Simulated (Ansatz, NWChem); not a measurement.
**CHBrCl2 (bromodichloromethane): from total energies to a heat of formation**

CHBrCl2 has 5 atoms, charge 0, and is taken as a singlet. As SMILES, `ClC(Cl)Br`. The shape is that of a PBE0-D4/def2-TZVP optimisation.

Total energies at B3LYP/6-31G* (Cartesian functions) (NWChem 7.3.0); the atoms run unrestricted:

```tsv
species	state	energy (Eh)
CHBrCl2	singlet	-3532.963021
Cl	doublet	-460.136242
C	triplet	-37.846280
Br	doublet	-2573.839741
H	doublet	-0.500273
```

Harmonic wavenumbers at PBE0-D4/def2-TZVP, in cm⁻¹: 214, 222, 334, 615, 741, 784, 1195, 1235, 3185.

Measured heats of formation of the gaseous atoms at 298.15 K, in kJ/mol: Cl 121.3, C 716.9, Br 111.9, H 218.0. Spin-orbit lowering of the atoms at 298 K (mean of the ground term's levels less their thermal mean, from spectra), in kJ/mol: Cl 3.44, C 0.02, Br 14.69. Take 1 Eh = 2625.50 kJ/mol, 1 cm⁻¹ = 0.0119627 kJ/mol, RT = 2.479 kJ/mol.

Task: Work out the heat of formation of the gas at 298 K.

Result: 
1. Electronic atomisation energy: 2 × (-460.136242) + (-37.846280) + (-2573.839741) + (-0.500273) − (-3532.963021) = 0.504243 Eh = 1323.9 kJ/mol.
2. Zero-point energy: half the sum of the wavenumbers, 4262.5 cm⁻¹ = 51.0 kJ/mol.
3. Thermal vibrational enthalpy, Σ hcν̃/(exp(hcν̃/kT) − 1): 4.8 kJ/mol. Translation, rotation and pV of a non-linear molecule: 4 RT = 9.9 kJ/mol.
4. The 5 free atoms carry 5/2 RT each: 31.0 kJ/mol.
5. Spin-orbit coupling lowers the free atoms by 2 × 3.44 + 0.02 + 14.69 = 21.6 kJ/mol.
6. Atomisation enthalpy at 298 K: 1323.9 − 21.6 − 51.0 − 4.8 − 9.9 + 31.0 = 1267.6 kJ/mol.
7. Sum of the atoms' heats of formation: 1289.4 kJ/mol. Heat of formation: 1289.4 − 1267.6 = +21.8 kJ/mol.

The tabulated value is -51.5 kJ/mol (Active Thermochemical Tables), so this level is off by +73.3 kJ/mol, or 5.5 % of the atomisation enthalpy that the table implies (1340.8 kJ/mol). Relativity is left out. Anharmonicity and any spin-orbit splitting of the molecule are left out.
